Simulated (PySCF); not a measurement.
Gas-phase equilibrium of 1 mol SnCl4, 16 mol H2O at 2000 K and 10.0 bar, among 27 species (ClO, SnCl4, O2, HCl, O, SnH2, HO2, SnO, SnHCl3, SnCl3, H2O, H, HOCl, H2O2, O3, H2, SnH4, SnCl2, SnH2Cl2, Cl, Cl2, SnO2, SnH3Cl, Sn2O2, SnHCl, Sn(OH)2, OH). Only gases are allowed; each row takes one source of thermochemistry for all species, and Cantera finds the minimum.

Energies from PySCF, thermal terms from the rigid-rotor harmonic-oscillator model, ideal gas at 1 bar. † marks an energy on the PBE0/def2-TZVP geometry and frequencies; other levels use their own. Open shells (unrestricted) among the columns below: O2 (multiplicity 3), OH (multiplicity 2, electronic degeneracy 4); the rest are closed-shell singlets. Spin-orbit splitting is ignored; it lowers the true energy and changes the entropy of OH. Sn: scalar-relativistic def2 core potential, no spin-orbit coupling. Sn(OH)2: computed as isolated molecules; such fragments, hydroxides, amides, oligomers or adducts are transient or little studied in the gas. The harmonic model lacks anharmonicity and excited electronic states, which grow with temperature; levels with a mode under 35 cm⁻¹ are left out. Internal rotation in Sn(OH)2 is treated as a harmonic vibration of one conformer, which makes the entropy rough. Soft modes under 120 cm⁻¹ make the harmonic entropy rough for SnCl2.

Molecules larger than those listed are left out. Also missing: (SnO)n, which can matter at low temperature or high pressure.

With PBE/def2-SVP thermochemistry: H2O 0.78, HCl 0.12, SnCl2 0.045, O2 0.032, H2 0.011, SnO 0.0055, Sn(OH)2 0.0017, OH 0.00061.

How far does the composition move with the other sources (PBE0/def2-QZVP†, LDA/def2-TZVP†)?


| thermochemistry | x H2O | x HCl | x SnCl2 | x O2 | x H2 | x SnO | x Sn(OH)2 | x OH |
|---|---|---|---|---|---|---|---|---|
| PBE/def2-SVP | 0.78 | 0.12 | 0.045 | 0.032 | 0.011 | 0.0055 | 0.0017 | 0.00061 |
| PBE0/def2-QZVP† | 0.80 | 0.11 | 0.051 | 0.026 | 0.00088 | 0.0016 | 0.0011 | 0.0026 |
| LDA/def2-TZVP† | 0.80 | 0.12 | 0.047 | 0.027 | 0.00051 | 0.0021 | 0.0031 | 8.0e-5 |
The most sensitive of these is OH: it spans a factor of 10^1.5 over these rows; at this temperature one factor of ten is RT ln 10 = 38 kJ/mol.
